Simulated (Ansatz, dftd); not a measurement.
System: C2H6Si, charge 0, singlet. C2H6Si (SMILES C=C[SiH3]).
B3LYP-D3(BJ)/def2-TZVP minimum from Ansatz (an electronic-structure program):
```xyz
9

Si     1.0007    -0.3654    -0.1874
C     -0.5985     0.5896    -0.1964
C     -1.6439     0.2852     0.5700
H      1.2898    -0.9182    -1.5336
H      0.8967    -1.4766     0.7876
H      2.1353     0.5136     0.1882
H     -0.6876     1.4445    -0.8636
H     -2.5654     0.8577     0.5464
H     -1.6240    -0.5537     1.2578
```
Charge 0, spin multiplicity 1.

Wanted: atomisation energy (electronic, to ground-state atoms), in kJ/mol. UHF or UKS for unpaired electrons; spin-orbit terms are left out. CBS(X,Y): correlation extrapolated as X^-3, Hartree-Fock from the larger set. A bracket is a step between two methods taken in the basis named. Functionals run without relativity, which enters their misses. 'core' is core correlation in cc-pwCVTZ (1s frozen past Ne), 'X2C' scalar relativity in cc-pVTZ-DK, both at CCSD(T). Where a partner has so few electrons that a lower coupled-cluster level is exact, that level stands in.

Compared with CCSD(T)/CBS(cc-pV(T+d)Z,cc-pV(Q+d)Z) + [CCSDT(Q) - CCSD(T)]/cc-pV(D+d)Z + core + X2C (Ansatz).

Rank these levels by how close they come to it, closest first: CAM-B3LYP-D4/def2-TZVPD (Ansatz + dftd4); CAM-B3LYP/def2-TZVPD (Ansatz); PBE-D3(BJ)/def2-TZVPD (Ansatz + dftd3).

CAM-B3LYP-D4/def2-TZVPD (3245.3 kJ/mol, difference 3.4), CAM-B3LYP/def2-TZVPD (3233.4 kJ/mol, difference -8.5), PBE-D3(BJ)/def2-TZVPD (3256.2 kJ/mol, difference 14.3)
